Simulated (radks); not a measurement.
Effect of the nuclear size on the rhodium ion Rh+, [Kr] 4d8. Calculated with a radial shooting solver on a logarithmic mesh with Libxc functionals: Dirac Kohn-Sham, PBE, spin-unpolarised, spherical densities, finite nucleus; open shells are shared between the two j in proportion to 2j + 1; Fermi nuclear charge, rms radius 4.4945 fm. The rms radius is varied about that value; shifts are against it.

rms radius (fm) = 3.8967: total energy shift (eV) -0.547; density at nucleus (e/bohr^3) 1.232e+05; 1s1/2 shift (meV) -231; 2s1/2 shift (meV) -25.4; 4s1/2 shift (meV) -0.852; 5s1/2 (empty) shift (meV) -0.084
rms radius (fm) = 4.1979: total energy shift (eV) -0.280; density at nucleus (e/bohr^3) 1.22e+05; 1s1/2 shift (meV) -118; 2s1/2 shift (meV) -13.0; 4s1/2 shift (meV) -0.436; 5s1/2 (empty) shift (meV) -0.043
rms radius (fm) = 4.4945: total energy shift (eV) 0; density at nucleus (e/bohr^3) 1.21e+05; 1s1/2 shift (meV) 0.000; 2s1/2 shift (meV) 0.000; 4s1/2 shift (meV) 0.000; 5s1/2 (empty) shift (meV) 0.000
rms radius (fm) = 4.6293: total energy shift (eV) 0.133; density at nucleus (e/bohr^3) 1.206e+05; 1s1/2 shift (meV) 56.0; 2s1/2 shift (meV) 6.16; 4s1/2 shift (meV) 0.207; 5s1/2 (empty) shift (meV) 0.020
rms radius (fm) = 5.0788: total energy shift (eV) 0.600; density at nucleus (e/bohr^3) 1.192e+05; 1s1/2 shift (meV) 253; 2s1/2 shift (meV) 27.8; 4s1/2 shift (meV) 0.934; 5s1/2 (empty) shift (meV) 0.092

Slopes of the eigenvalues against <r^2> in GHz/fm^2, as finite differences over the two radii next to the reference (eigenvalue slopes, not the field-shift constants of lines): 1s1/2 11000, 2s1/2 1220, 4s1/2 40.8, 5s1/2 (empty) 4.02.
